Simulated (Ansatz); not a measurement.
**Relaxing a trial structure of AlClFH2NSi**

The starting geometry of this gas-phase singlet was optimised with GFN2-xTB.

```yaml
atoms:
  - { symbol: Al, position_ang: [0.2907, 0.8706, 0.1837] }
  - { symbol: Cl, position_ang: [-0.5276, 1.5038, -1.5823] }
  - { symbol: F, position_ang: [1.4107, 1.8713, 0.9563] }
  - { symbol: N, position_ang: [-1.2415, 0.9018, 1.5062] }
  - { symbol: Si, position_ang: [-0.6509, 1.8636, 2.6781] }
  - { symbol: H, position_ang: [-2.1264, 0.4311, 1.4078] }
  - { symbol: H, position_ang: [0.7483, -0.5873, 0.2239] }
```

Question: Predict what it relaxes into with B3LYP/6-31G*.

Answer: A new bond forms, giving a structure with F3 bridging Si5 and Al1, given below by its coordinates. Distances that change by over a tenth: Al1–F3 (1.69 → 1.90 Å). Contacts that close: F3–Si5 (2.69 → 1.83 Å).

The energy falls by 1.00 eV over 11 steps:

```tsv
step	E − E(last) (eV)
1	1.000
2	0.593
3	0.340
4	0.118
5	0.067
7	0.008
8	0.002
9	0.000
10	0.000
11	0.000
```

Final geometry (Å):

```xyz
7

Al    0.0923    0.6396    0.1329
Cl   -0.3572    1.6224   -1.7056
F     0.9510    1.8948    1.2665
N    -1.1915    0.8843    1.4979
Si   -0.4095    2.0018    2.4836
H    -2.1193    0.4990    1.6307
H     0.9373   -0.6871    0.0676
```

Frequencies at the end are all real (lowest 96 cm⁻¹). Run with Ansatz 0.2.0, 91 s on 1 thread of Intel(R) Xeon(R) Processor @ 2.50GHz (Skylake/Cascade Lake) (shared host).
